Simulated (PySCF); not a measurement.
C7H7ClN (doublet state).
Numbering: `[CH3:1][CH:2]/[CH:3]=[CH:4]/[C:5]([C:6]#[N:7])=[CH:8]/[Cl:9]` (hydrogens: H10, H11, H12 on C1; H13 on C2; H14 on C3; H15 on C4; H16 on C8)

Structure used (GFN2-xTB), in Å, numbered top down from 1:
```
atom  x, y, z in Å
C1     2.977    0.743   -0.405
C2     1.827   -0.192   -0.378
C3     0.538    0.191   -0.201
C4    -0.543   -0.700   -0.181
C5    -1.884   -0.305   -0.004
C6    -2.164    1.076    0.177
N7    -2.385    2.190    0.325
C8    -2.927   -1.195    0.000
Cl9   -4.550   -0.718    0.208
H10    2.651    1.771   -0.265
H11    3.508    0.665   -1.355
H12    3.690    0.487    0.380
H13    2.056   -1.241   -0.510
H14    0.319    1.244   -0.067
H15   -0.353   -1.755   -0.313
H16   -2.769   -2.253   -0.131
```

The hyperfine couplings belong to this conformer and change with its torsions.

Theory: UKS B3LYP, pcH-1 on C Cl H N, non-relativistic, mean-field spin-orbit, GIAO (PySCF). One conformer (not necessarily the lowest) at the GFN2-xTB geometry, without solvent, vibrations or thermal averaging. Couplings are sensitive to structure, and on GFN2-xTB geometries they can be far from those on DFT ones. The SCF solution wasn't tested for stability. ⟨S²⟩ is 0.795 where a pure state has 0.75.

Largest spin populations (Mulliken): C4 (+0.50), C8 (+0.47), C2 (+0.46) and C5 (-0.21). Three atoms exceed +0.15.

Question: Test a(H) = Q·ρ(C) for the protons on planar carbons with a spin population beyond ±0.08.

Answer: 
```csv
H,C,ρ(C),a(H) (G),a/ρ (G)
H13,C2,+0.457,-9.89,-21.7
H14,C3,-0.205,+3.48,-17.0
H15,C4,+0.499,-10.93,-21.9
H16,C8,+0.468,-11.67,-24.9
```

A least-squares line through the origin gives Q = -22.5 G with Mulliken populations. In every row coupling and population have opposite signs. Where ρ is negative the coupling is positive.

Question: Leave H14 and its like out of the fit. How well does the relation then predict its coupling?

Answer: The other protons give Q = -22.8 G, so a = -22.8 × -0.205 = 4.67 G, against the computed 3.48 G.

Question: How do the β-proton couplings of this frozen conformer go with θ, the angle between the C–H bond and the normal to the plane of the spin centre's three neighbours, both seen down the bond from centre to carbon?

Answer: 
```tsv
β H	on	centre	θ (°)	cos²θ	a (G)
H10	C1	C2	90	0.00	+0.46
H11	C1	C2	31	0.73	+19.31
H12	C1	C2	31	0.74	+19.43
```

Fitting the Heller–McConnell form a = ρ(B0 + B2 cos²θ), with Mulliken ρ = 0.46, gives B0 = 1.0 G and B2 = 56.4 G; with only two distinct angles the two parameters are fixed exactly. By this fit the coupling would be 26.2 G at θ = 0° and 0.5 G at 90°.

Question: What would the freely rotating methyl group on C1 show?

Answer: Three equal couplings, a 1:3:3:1 quartet. The mean of the three values of this geometry estimates the splitting: 13.1 G, or 36.7 MHz (three bonds 120° apart have a mean cos²θ of 1/2 at any torsion).

Couplings in gauss use g_iso = 2.0044.
